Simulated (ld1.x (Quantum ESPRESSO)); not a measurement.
Results of a calculation; reference values are marked as such.
**Hardness and transferability of assorted potentials**

Generated with ld1.x 7.5 (TM, RRKJ, ultrasoft, PAW), atompaw 4.2 or ONCVPSP 4.0.1. The cutoff is in Ry: for ld1.x and atompaw files where the sum of valence levels is converged to 10 mRy in a Bessel basis, for ONCV files where the hardest occupied wave has 1 mHa per electron of residual kinetic energy. The error is the largest all-electron minus pseudo excitation energy over each file’s own four to seven test configurations (ionisations up to +4, promotions, holes and added fractions of an electron), all of which were solved. The labels leave out finer settings (local radius, basis sizes, second energies), which also bear on the numbers. Spin-polarised tests are not counted. The rows are a selection from randomly drawn settings: files with unsolved tests, undetermined cutoffs or missed reference levels are left out.

A true bound ghost makes a file unfit for plane-wave use even where its test errors are small: the radial tests pick states by their node count and pass the ghost by.

| element | potential | cutoff (Ry) | largest error (meV) | bound ghosts |
| --- | --- | --- | --- | --- |
| O | RRKJ, PW91, scalar-relativistic, rc 0.60/1.80 (sp), local s, core correction no, reference 2s2 2p2 | 200 | +1612 | none |
| S | ultrasoft, LDA (PZ), scalar-relativistic, rc 1.45/1.90 (sp), local smoothed, core correction no, reference 3s2 3p4 | 18 | +259 | none |
| Sn | ultrasoft, LDA (PZ), scalar-relativistic, rc 1.80/2.60/3.84 (spd), local smoothed, core correction no, reference 5s1 5p3 | 10 | +238 | s |
| Sb | TM semilocal, LDA (PZ), scalar-relativistic, rc 1.55/1.65/1.30 (spd), local d, core correction no, reference 5s2 5p3 | 50 | +458 | d |
| Bi | TM, PBEsol, scalar-relativistic, rc 1.45/2.25/2.40 (spd), local s, core correction yes, reference 6s2 6p1 | 60 | -134 | none |

**Question.** Fill in the row for Sb: TM, PBE, scalar-relativistic, rc 1.40/2.25/1.80 (spd), local d, core correction yes, reference 5s2 5p3.

**Answer.** cutoff 45 Ry, largest error -161 meV, bound ghosts: s, p.

**Question.** Fill in the row for Be: TM, PBE, scalar-relativistic, rc 2.15/4.20/3.85 (spd), local smoothed, core correction no, reference 2s2 2p0.

**Answer.** cutoff 8 Ry, largest error -176 meV, bound ghosts: none.
